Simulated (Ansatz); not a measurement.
Basis sets compared for the cluster Ge₁₂Mo. Total charge 0; singlet. Geometry PBE-D4/def2-SVP. Ansatz on 2 threads of AMD EPYC 7R13 on a shared host and a share (18 GiB) of an NVIDIA H100 80GB HBM3; times are rough, and most runs start from earlier orbitals.

```xyz
13

Mo   -0.173    0.041    0.357
Ge    0.785    1.435   -1.988
Ge   -1.977   -1.586    1.555
Ge    1.887    0.626    2.144
Ge   -1.553   -2.049   -0.994
Ge   -1.453    2.249   -0.604
Ge    0.970    2.518    0.523
Ge    2.741    0.684   -0.278
Ge    0.317   -1.333    2.642
Ge    0.897   -1.242   -1.617
Ge    2.079   -1.658    0.716
Ge   -2.925    0.101   -0.126
Ge   -1.594    0.214   -2.328
```

In the def2 sets Mo takes a core potential; there is no spin–orbit coupling. Single mean-field runs in def2-SVP, def2-TZVP are fitted with def2-universal-jkfit. The restricted singlet is unstable towards broken spin symmetry in Hartree–Fock (as tested in another run); at PBE-D4/def2-TZVP, PBE0-D4/def2-SVP, PBE0-D4/def2-TZVP this wasn't settled. No other spin state of charge 0 was run. Another isomer (singlet) lies 0.05 eV lower at r2SCAN-D4/def2-TZVP; other spin states weren't run for this one.

Binding counts from free atoms (Mo septet, Ge triplet) in the same basis, without a counterpoise term.

```
           level  functions  energy (Eh)  HOMO (eV)  LUMO (eV)  binding per atom (eV)  wall time
 PBE-D4/def2-SVP        415  -24985.9540      -5.41      -4.24                   3.68      3.7 s
PBE0-D4/def2-SVP        415  -24986.4696      -6.12      -3.83                   3.45      4.4 s
```

**Question.** Estimate the rows for PBE-D4/def2-TZVP (with forces), PBE0-D4/def2-TZVP.

**Answer.** 
| level | functions | energy (Eh) | HOMO (eV) | LUMO (eV) | binding per atom (eV) | wall time |
| --- | --- | --- | --- | --- | --- | --- |
| PBE-D4/def2-TZVP (with forces) | 616 | -24989.1158 | -5.34 | -4.19 | 3.71 | 5.5 s |
| PBE0-D4/def2-TZVP | 616 | -24989.6287 | -6.02 | -3.75 | 3.48 | 7.5 s |
